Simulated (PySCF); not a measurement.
## Cd2: one state, many levels of theory

State: ¹Σg⁺ (singlet), closed shell. Set-up: Cd def2-TZVPP with ECP28; scalar-relativistic core potentials (PySCF 2.14). De refers to Cd + Cd in their ground configurations, without counterpoise correction. Levels whose curve was spin-contaminated or gave no clean fit are not listed.

```tsv
Level	Re (Å)	ωe (cm⁻¹)	De (eV)
RHF-MP2	3.691	23.5	0.051
PBE	3.504	35.5	0.065
revPBE	3.972	13.1	0.007
r²SCAN	3.348	42.8	0.084
TPSSh	3.487	34.7	0.046
PBE0	3.588	31.5	0.050
ωB97M-V	3.764	26.5	0.043
B2PLYP	4.040	13.8	0.011
```

The bond length runs from 3.348 Å (r²SCAN) to 4.040 Å (B2PLYP). De spans 0.01 eV (revPBE, GGA) to 0.08 eV (r²SCAN, meta-GGA).

Correlated steps freeze no core orbitals. Closed-shell solutions of metal pairs were not tested for spin polarisation, which can lower them a little. The bond is weak. Basis-set superposition, not corrected here, can be much of De in a small basis, most of all at correlated wavefunction levels. Functionals without a dispersion term scatter widely for such bonds, and LDA overbinds them. B2PLYP dipoles, levels and charges come from its SCF part alone.

The whole job (state search and all levels along the bond) took about 13 min on 2 threads of AMD EPYC 7R43 64-Core (shared host), peak memory 4.5 GiB.
